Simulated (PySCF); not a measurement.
PySCF input (TPSS/def2-TZVPD):

```python
from pyscf import gto, scf, dft

mol = gto.M(
    atom='''
    Ge    0.00055146   -0.00516327    0.54068547
    Cl    1.17608187    1.39339809   -0.49682065
    Cl   -1.17711991   -1.38367900   -0.52094022
    ''',
    basis='def2-tzvpd',
    charge=1,
    spin=1,
    verbose=4,
)

mf = dft.UKS(mol, xc='tpss').density_fit(auxbasis='def2-universal-jkfit')
mf.grids.level = 3
mf.conv_tol = 1e-9
mf.max_cycle = 100
mf.max_memory = 1500
mf.kernel()
if not mf.converged:
    mf = mf.newton()
    mf.kernel(mf.make_rdm1())
for _ in range(2):
    mo, _, stable, _ = mf.stability(return_status=True)
    if stable:
        break
    mf.kernel(mf.make_rdm1(mo, mf.mo_occ))
mf.analyze()
```

Output:

```
PySCF version 2.14.0

[INPUT] verbose = 4
[INPUT] num. atoms = 3
[INPUT] num. electrons = 65
[INPUT] charge = 1
[INPUT] spin (= nelec alpha-beta = 2S) = 1
[INPUT] symmetry False subgroup None
[INPUT] Mole.unit = angstrom
[INPUT] Symbol           X                Y                Z      unit          X                Y                Z       unit  Magmom
[INPUT]  1 Ge     0.000551460000  -0.005163270000   0.540685470000 AA    0.001042108369  -0.009757166207   1.021747457832 Bohr   0.0
[INPUT]  2 Cl     1.176081870000   1.393398090000  -0.496820650000 AA    2.222472634366   2.633140772592  -0.938854961528 Bohr   0.0
[INPUT]  3 Cl    -1.177119910000  -1.383679000000  -0.520940220000 AA   -2.224434245673  -2.614774354312  -0.984434343071 Bohr   0.0

nuclear repulsion = 316.044966086962
number of shells = 50
number of NR pGTOs = 250
number of NR cGTOs = 146
basis = def2-tzvpd
ecp = {}

******** <class 'pyscf.df.df_jk.DFUKS'> ********
method = DFUKS
initial guess = minao
damping factor = 0
level_shift factor = 0
DIIS = <class 'pyscf.scf.diis.CDIIS'>
diis_start_cycle = 1
diis_space = 8
diis_damp = 0
SCF conv_tol = 1e-09
SCF conv_tol_grad = None
SCF max_cycles = 100
direct_scf = False
number electrons alpha = 33  beta = 32
XC library pyscf.dft.libxc version 7.1.2
    S. Lehtola, C. Steigemann, M. J. T. Oliveira, and M. A. L. Marques,  SoftwareX 7, 1–5 (2018)
XC functionals = tpss
    J. Tao, J. P. Perdew, V. N. Staroverov, and G. E. Scuseria,  Phys. Rev. Lett. 91, 146401 (2003)
    J. P. Perdew, J. Tao, V. N. Staroverov, and G. E. Scuseria,  J. Chem. Phys. 120, 6898 (2004)
    J. Tao, J. P. Perdew, V. N. Staroverov, and G. E. Scuseria,  Phys. Rev. Lett. 91, 146401 (2003)
    J. P. Perdew, J. Tao, V. N. Staroverov, and G. E. Scuseria,  J. Chem. Phys. 120, 6898 (2004)
radial grids:
    Treutler-Ahlrichs [JCP 102, 346 (1995); DOI:10.1063/1.469408] (M4) radial grids

becke partition: Becke, JCP 88, 2547 (1988); DOI:10.1063/1.454033
pruning grids: <function nwchem_prune>
grids dens level: 3
symmetrized grids: False
atomic radii adjust function: <function treutler_atomic_radii_adjust>
small_rho_cutoff = 0
Set gradient conv threshold to 3.16228e-05
tot grids = 58400
init E= -2997.11677108187
  alpha nocc = 33  HOMO = -0.241772783242009  LUMO = -0.114635556524814
  beta  nocc = 32  HOMO = -0.349559362170509  LUMO = -0.241772783242009

WARN: HOMO -0.241772783242009 >= LUMO -0.241772783242009

cycle= 1 E= -2997.02219858009  delta_E= 0.0946  |g|= 0.74  |ddm|= 1.27
[...]
  beta  nocc = 32  HOMO = -0.528928873694222  LUMO = -0.45601226097898
  HOMO = -0.500302835531  LUMO = -0.456012260979  gap/eV = 1.20521
Extra cycle  E= -2997.17287411165  delta_E= 3.85e-09  |g|= 8.09e-05  |ddm|= 0.000118
converged SCF energy = -2997.17287411165  <S^2> = 0.75459078  2S+1 = 2.0045855
uhf_internal: lowest eigs of H = [0.72252695 0.76810672 0.77590478]
<class 'pyscf.df.df_jk.DFUKS'> wavefunction is stable in the internal stability analysis
**** SCF Summaries ****
Total Energy =                       -2997.172874111649435
Nuclear Repulsion Energy =             316.044966086962177
One-electron Energy =                -4778.153165568614895
Two-electron Energy =                 1464.935325370003284
Two-electron Coulomb Energy =         1600.207147822371553
DFT Exchange-Correlation Energy =     -135.271822452368269
HOMO-LUMO gap [eV] =                     1.205207921172898
**** MO energy ****
                             alpha | beta                alpha | beta
MO #1   energy= -398.052602970991  | -398.051623667221  occ= 1 | 1
MO #2   energy= -101.254539762337  | -101.252610189947  occ= 1 | 1
MO #3   energy= -101.254485736704  | -101.252556274077  occ= 1 | 1
MO #4   energy= -49.6245157111089  | -49.6241424240584  occ= 1 | 1
MO #5   energy= -44.16393424769    | -44.1636678356963  occ= 1 | 1
MO #6   energy= -44.1621438701752  | -44.1613015795407  occ= 1 | 1
MO #7   energy= -44.1611320661992  | -44.1602961994933  occ= 1 | 1
MO #8   energy= -9.50304750098671  | -9.50151276141075  occ= 1 | 1
MO #9   energy= -9.5030021414719   | -9.50146748843429  occ= 1 | 1
MO #10  energy= -7.28285084313718  | -7.27815763849872  occ= 1 | 1
MO #11  energy= -7.28280502003854  | -7.27811189283152  occ= 1 | 1
MO #12  energy= -7.27341535557161  | -7.27256990501369  occ= 1 | 1
MO #13  energy= -7.27336971532736  | -7.27252429257131  occ= 1 | 1
MO #14  energy= -7.27264432239072  | -7.27115505532354  occ= 1 | 1
MO #15  energy= -7.27259715858603  | -7.27110813910728  occ= 1 | 1
MO #16  energy= -6.35989304655924  | -6.3584681647698   occ= 1 | 1
MO #17  energy= -4.55174426612794  | -4.54999369486584  occ= 1 | 1
MO #18  energy= -4.54651276471869  | -4.54392155626129  occ= 1 | 1
MO #19  energy= -4.54363994744307  | -4.54304678325428  occ= 1 | 1
MO #20  energy= -1.42560527160399  | -1.42253914088086  occ= 1 | 1
MO #21  energy= -1.42381374601608  | -1.41995627859922  occ= 1 | 1
MO #22  energy= -1.42173027946914  | -1.41965913510713  occ= 1 | 1
MO #23  energy= -1.42081570890219  | -1.41781255621533  occ= 1 | 1
MO #24  energy= -1.41912802998008  | -1.41586547829188  occ= 1 | 1
MO #25  energy= -1.03187753889525  | -1.02086182293953  occ= 1 | 1
MO #26  energy= -1.01269791162602  | -1.00128853606249  occ= 1 | 1
MO #27  energy= -0.737545936699632 | -0.719606479371841 occ= 1 | 1
MO #28  energy= -0.625383228530989 | -0.608390249936807 occ= 1 | 1
MO #29  energy= -0.566834080530159 | -0.558727705115267 occ= 1 | 1
MO #30  energy= -0.562946670931572 | -0.555674541338283 occ= 1 | 1
MO #31  energy= -0.539314298981247 | -0.53659019850062  occ= 1 | 1
MO #32  energy= -0.533861589848262 | -0.528928873694222 occ= 1 | 1
MO #33  energy= -0.500302835530643 | -0.45601226097898  occ= 1 | 0
MO #34  energy= -0.370777486887025 | -0.350492984912872 occ= 0 | 0
MO #35  energy= -0.282383087686839 | -0.268102843405401 occ= 0 | 0
MO #36  energy= -0.229499335493365 | -0.209051022819331 occ= 0 | 0
MO #37  energy= -0.162416012136795 | -0.157675882210842 occ= 0 | 0
MO #38  energy= -0.111877806157621 | -0.104550598146432 occ= 0 | 0
MO #39  energy= -0.109715156072799 | -0.102616309171247 occ= 0 | 0
MO #40  energy= -0.104041230826485 | -0.0996592828187316 occ= 0 | 0
MO #41  energy= -0.103077865991187 | -0.0991335446453103 occ= 0 | 0
MO #42  energy= -0.100070222591392 | -0.0979379992903739 occ= 0 | 0
MO #43  energy= -0.0837359024682844 | -0.0788136802596703 occ= 0 | 0
MO #44  energy= -0.0828701133309347 | -0.0778107848766466 occ= 0 | 0
MO #45  energy= -0.076507878624758 | -0.0731719593568773 occ= 0 | 0
MO #46  energy= -0.0664176618167552 | -0.0642650665444562 occ= 0 | 0
MO #47  energy= -0.0456591722744236 | -0.042888378641591 occ= 0 | 0
MO #48  energy= -0.0330413443623985 | -0.0242884792774034 occ= 0 | 0
MO #49  energy= -0.0231940566505043 | -0.0193072201899893 occ= 0 | 0
MO #50  energy= -0.0171825721107126 | -0.00190615240341592 occ= 0 | 0
MO #51  energy= 0.00671796905464182 | 0.0127551695848588 occ= 0 | 0
MO #52  energy= 0.0122373323655138 | 0.0144533142519513 occ= 0 | 0
MO #53  energy= 0.0240069366540133 | 0.0353062032876367 occ= 0 | 0
MO #54  energy= 0.0310147876995258 | 0.0373629975961899 occ= 0 | 0
MO #55  energy= 0.0500145760476551 | 0.0567296340927062 occ= 0 | 0
MO #56  energy= 0.0559145960546683 | 0.0596540852047351 occ= 0 | 0
MO #57  energy= 0.0632563663141173 | 0.0674012980939273 occ= 0 | 0
MO #58  energy= 0.0722655254996508 | 0.076994586824756  occ= 0 | 0
MO #59  energy= 0.0766920772537638 | 0.0835593412347545 occ= 0 | 0
MO #60  energy= 0.0852805956174967 | 0.0952309389916497 occ= 0 | 0
MO #61  energy= 0.130236323545107  | 0.141004501107561  occ= 0 | 0
MO #62  energy= 0.134460894573486  | 0.142957940317057  occ= 0 | 0
MO #63  energy= 0.165662814831865  | 0.17308821582514   occ= 0 | 0
MO #64  energy= 0.179014488692834  | 0.186638991210625  occ= 0 | 0
MO #65  energy= 0.180159477487967  | 0.188133349556836  occ= 0 | 0
MO #66  energy= 0.216358053463797  | 0.223025619387926  occ= 0 | 0
MO #67  energy= 0.259849709220846  | 0.268475925052065  occ= 0 | 0
MO #68  energy= 0.263353589867792  | 0.269164530019465  occ= 0 | 0
MO #69  energy= 0.266307374933278  | 0.280710019045824  occ= 0 | 0
MO #70  energy= 0.306810418389     | 0.313258322586529  occ= 0 | 0
MO #71  energy= 0.312362938896272  | 0.317976087536044  occ= 0 | 0
MO #72  energy= 0.328455553208559  | 0.334831839698131  occ= 0 | 0
MO #73  energy= 0.334741595312122  | 0.342078410213714  occ= 0 | 0
MO #74  energy= 0.346605450226945  | 0.35120565553396   occ= 0 | 0
MO #75  energy= 0.34782033100909   | 0.352413250364946  occ= 0 | 0
MO #76  energy= 0.364501450154072  | 0.365951899684273  occ= 0 | 0
MO #77  energy= 0.371077235990283  | 0.376121880319431  occ= 0 | 0
MO #78  energy= 0.375588544337478  | 0.382827805455704  occ= 0 | 0
MO #79  energy= 0.402580228473338  | 0.410883117618249  occ= 0 | 0
MO #80  energy= 0.411325184737777  | 0.421124861717425  occ= 0 | 0
MO #81  energy= 0.41852448568455   | 0.428078229209133  occ= 0 | 0
MO #82  energy= 0.422118140627008  | 0.434087748566088  occ= 0 | 0
MO #83  energy= 0.475381978391361  | 0.488410186608665  occ= 0 | 0
MO #84  energy= 0.525163007851226  | 0.532584318391912  occ= 0 | 0
MO #85  energy= 0.549338124709012  | 0.557043001411991  occ= 0 | 0
MO #86  energy= 0.730281554209825  | 0.740173875031943  occ= 0 | 0
MO #87  energy= 0.733198483133513  | 0.743612305528944  occ= 0 | 0
MO #88  energy= 0.74743798178779   | 0.756599434955107  occ= 0 | 0
MO #89  energy= 0.75281059047339   | 0.784758944551786  occ= 0 | 0
MO #90  energy= 0.787867091243299  | 0.811119249728041  occ= 0 | 0
MO #91  energy= 0.824114544305853  | 0.835736597129616  occ= 0 | 0
MO #92  energy= 0.82590545283712   | 0.844321798433549  occ= 0 | 0
MO #93  energy= 0.865760373146955  | 0.875344157591705  occ= 0 | 0
MO #94  energy= 0.916121022691558  | 0.930577578057271  occ= 0 | 0
MO #95  energy= 0.934826379870886  | 0.958238773400905  occ= 0 | 0
MO #96  energy= 0.951367756116423  | 0.96492198963403   occ= 0 | 0
MO #97  energy= 0.994386187216129  | 1.02110416494258   occ= 0 | 0
MO #98  energy= 1.07599606224896   | 1.08542817988141   occ= 0 | 0
MO #99  energy= 1.19395098525635   | 1.20701175236886   occ= 0 | 0
MO #100 energy= 1.62872604386618   | 1.63267621465361   occ= 0 | 0
MO #101 energy= 1.64388015002831   | 1.64792245600183   occ= 0 | 0
MO #102 energy= 1.64592430805053   | 1.64992059733872   occ= 0 | 0
MO #103 energy= 1.65298551163197   | 1.65868464579822   occ= 0 | 0
MO #104 energy= 1.66052848427275   | 1.66923603392657   occ= 0 | 0
[...]
```
